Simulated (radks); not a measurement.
The numbers below are computed, except where a source is named.
Removal energies from the osmium ion Os8+, [Xe] 4f14, by Delta-SCF beside the eigenvalue of the level emptied. Code: a radial shooting solver on a logarithmic mesh with Libxc functionals. Model: Dirac Kohn-Sham, PBE, spin-unpolarised, spherical densities, finite nucleus; Fermi nuclear charge, rms radius of each element as measured or else 0.836 A^(1/3) + 0.57 fm. Sub-shells are occupied by j as written (lower j first in brackets).

| removed from | final configuration | Delta-SCF (eV) | -eigenvalue (eV) |
|---|---|---|---|
| 5p3/2 | [Kr] 4d10 4f14 5s2 5p(1/2: 2, 3/2: 3) | 168.05 | 158.22 |
| 5p1/2 | [Kr] 4d10 4f14 5s2 5p(1/2: 1, 3/2: 4) | 182.64 | 172.22 |
| 4f7/2 | [Xe] 4f(5/2: 6, 7/2: 7) | 184.12 | 168.20 |
| 4f5/2 | [Xe] 4f(5/2: 5, 7/2: 8) | 187.08 | 171.04 |
